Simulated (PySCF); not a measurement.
## Structure from NMR data

Molecular formula: C₁₀H₈. Simulated spectra:

1H NMR (300 MHz, computed): δ 7.69 (d, 1H), 7.35 (m, 1H), 7.33 (m, 1H), 7.25 (m, 1H), 6.95 (d, 1H), 6.55 (d, 1H), 6.39 (br s, 1H), 5.99 (br s, 1H).

13C{1H} NMR (computed): δ 155.0, 148.0, 141.2, 139.8, 136.3, 133.8, 130.6, 125.9, 124.9, 122.7.

PySCF calculation with PBE0-D3(BJ)/def2-SVP structure and shielding tensors at PBE0/pcSseg-1 (GIAO); gas phase, one computed conformer, non-relativistic Hamiltonian.

Scale: 1H (σ = 31.27 ppm), 13C (σ = 184.41 ppm) vs TMS (reference shieldings calculated alike).

**Question.** Propose a structure and justify it.

**Answer.** 
1. The formula gives 7 degrees of unsaturation (2 rings in the answer).
2. 10 carbon signals for 10 carbons: no two carbons are equivalent.
3. Carbon types of the structure: 3 × C, 6 × CH, 1 × CH2, which accounts for all hydrogens.
4. δC 155.0: fully substituted alkene carbon; the olefinic region.
5. δC 148.0, 139.8: substituted aromatic carbon.
6. δC 141.2, 136.3: alkene CH; an sp2 carbon of a C=C bond.
7. δC 133.8, 130.6, 125.9, 124.9: aromatic CH.
8. δC 122.7: terminal =CH2 carbon; as expected for a trigonal carbon in a double bond.
9. δH 7.69, 7.35, 7.33, 7.25: hydrogen on an aromatic CH; aromatic region.
10. δH 6.95, 6.55: hydrogen on an alkene CH; attached to an sp2 carbon and in the plane of the double bond.

These data were computed for SMILES C=C1C=Cc2ccccc21.

The shifts were computed for this structure.

Shifts are as computed. Against solution values, carbons near 30 ppm lie about +2 ppm off and those near 130 ppm about +5 ppm. Of 1211 compounds with measured shifts, 218 miss one by over three times the rms of a fit or turn the order of signals round; such compounds aren't used in these exercises. No couplings were computed; multiplicities are counted from neighbouring protons, with m where these are inequivalent, close in shift, in a saturated or five-membered ring or joined by F or P, and br s for small geminal =CH2 splittings.
